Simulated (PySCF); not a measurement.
# Exercise with solution: oscillator strength and radiative lifetime

B(Me)(OH)(NH2) (CH6BNO), SMILES OB(C)N.

Geometry optimised at PBE0-D3(BJ)/def2-SVP. Other conformers were not sampled.

TDA-CAM-B3LYP/def2-SVPD (PySCF) puts the first singlet state with f over 0.02 at 7.89 eV (vertical), with the transition dipole (0.000, 0.000, -0.428) in atomic units.

Task: Find the oscillator strength, the wavelength and the radiative lifetime that this transition would have in vacuum if emission retraced absorption.

Result: 
|μ|² = 0.1832 au, so |μ| = 1.09 D. ΔE = 7.89/27.211 = 0.2900 hartree. f = (2/3) ΔE |μ|² = 0.035 (the program prints 0.035).
λ = 1239.84/7.89 = 157 nm; ν = 63637 cm⁻¹.
Einstein's coefficient A = 0.6670 ν² f s⁻¹ (ν in cm⁻¹) = 9.6e7 s⁻¹, so τ = 1/A = 10 ns. This state is S2; the lower singlet has f = 0.016. The figure is the radiative limit of this one transition; relaxation, internal conversion, crossing to triplets and a medium change what is measured.
